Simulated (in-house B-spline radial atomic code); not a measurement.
I⁵⁺. Computed with a B-spline radial atomic code. Model: all-electron spherical atom, spin shells full or empty, radial basis limit, no spin-orbit coupling: exact exchange with a local potential (Slater, KLI or optimised effective potential, whose far tail is KLI's), no correlation.

The run also made RPA and GW results, which its time includes.

The Slater potential averages the orbital exchange potentials with the orbital densities as weights, KLI adds orbital constants, and the optimised effective potential minimises the exact-exchange energy among local potentials. So their energies lie above Hartree-Fock in the order OEP, KLI, Slater. All fall off as −1/r, unlike LDA and GGA exchange.

Command:
```bash
python run_gw.py task.json out
```
Settings (lengths in bohr, energies in hartree):
```
Z                      53
electrons              48
configuration          [Kr] 4d10 5s2
hamiltonian            nr
method                 kli
lmax                   9
spin_polarised         False
box_radius             10.43
intervals              73
ion_configuration      [Kr] 4d10 5s1
```

Cost of the run: 8.6 s on 1 thread of Intel(R) Xeon(R) 6975P-C (Granite Rapids), with other jobs on the host.

Given: hamiltonian non-relativistic; mean-field start exchange-only KLI.

Computed: energy above Hartree-Fock 21.443 millihartree; virial ratio -E/T less 1 0.00027.

```tsv
radius (bohr)	r times exchange potential (hartree bohr)
0.000943	-0.039364
0.00118	-0.049196
0.00148	-0.061592
0.00185	-0.076773
0.00232	-0.095868
0.0029	-0.11907
0.00363	-0.14761
0.00455	-0.18237
0.0057	-0.22368
0.00713	-0.27137
0.00893	-0.32525
0.0112	-0.38313
0.014	-0.43949
0.0175	?
0.0219	-0.52259
0.0275	-0.53505
0.0344	-0.53365
0.0431	-0.55716
0.0539	-0.64573
0.0675	-0.77738
0.0846	-0.89238
0.106	?
0.133	-0.92545
0.166	-0.95564
0.208	-1.1381
0.26	-1.3123
0.326	-1.3122
0.408	-1.0873
0.511	-0.9506
0.639	-1.2142
0.801	-1.3958
1	-1.3478
1.26	-1.1305
1.57	-0.9534
1.97	-0.93639
2.46	-0.97399
3.08	-0.99316
```

Task: What belongs in the row 0.0175?

Result: r times exchange potential (hartree bohr): -0.48864.

Task: What belongs in the row 0.106?

Result: r times exchange potential (hartree bohr): -0.9428.

```tsv
occupied	level (hartree)	Hartree-Fock level (hartree)
1s	-1164.9	-1179.4
2s	-177.61	-183.12
2p	-167.03	-171.83
3s	-37.728	-40.092
3p	?	?
3d	?	?
4s	-8.404	-9.3705
4p	-6.8481	-7.5897
4d	-4.1878	-4.5147
5s	-2.5718	-2.5722
```

Task: What belongs in the row 3p?

Result: level (hartree): -33.29; Hartree-Fock level (hartree): -35.276.

Task: What belongs in the row 3d?

Result: level (hartree): -25.054; Hartree-Fock level (hartree): -26.445.

| empty | level (hartree) |
| --- | --- |
| 5p | -2.1569 |
| 5d | ? |
| 4f | -1.4527 |
| 6s | -1.3242 |

Task: What belongs in the row 5d?

Result: level (hartree): -1.5348.

The highest level, 5s, differs from Hartree-Fock by +0.01 eV and the deepest, 1s, by +393 eV: a local potential can match the highest level but can't give each shell its own exchange.
